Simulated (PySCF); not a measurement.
C2H2O, SMILES C1=CO1. Coordinates come from a PBE0-D3(BJ)/def2-TZVP optimisation.

All values below come from PBE0-D3(BJ)/def2-TZVP in PySCF.

Harmonic wavenumbers (cm⁻¹): 189, 552, 637, 912, 974, 1102, 1850, 3340, 3414. Rotational constants (GHz): 33.67, 27.06, 15.00; symmetry number 2.

Task: Work out the zero-point energy and the ideal-gas rigid-rotor harmonic-oscillator thermochemistry at 298.15 K and 1 atm.

Result: ZPE = ½ Σ hcν = ½ × 12971 cm⁻¹ = 77.58 kJ/mol. H − E(el) = 90.19 kJ/mol. Entropy in J/(mol K): translation 155.37, rotation 80.81, vibration 14.50, total 250.68. G − E(el) = 15.45 kJ/mol. Cp = 54.74 J/(mol K).
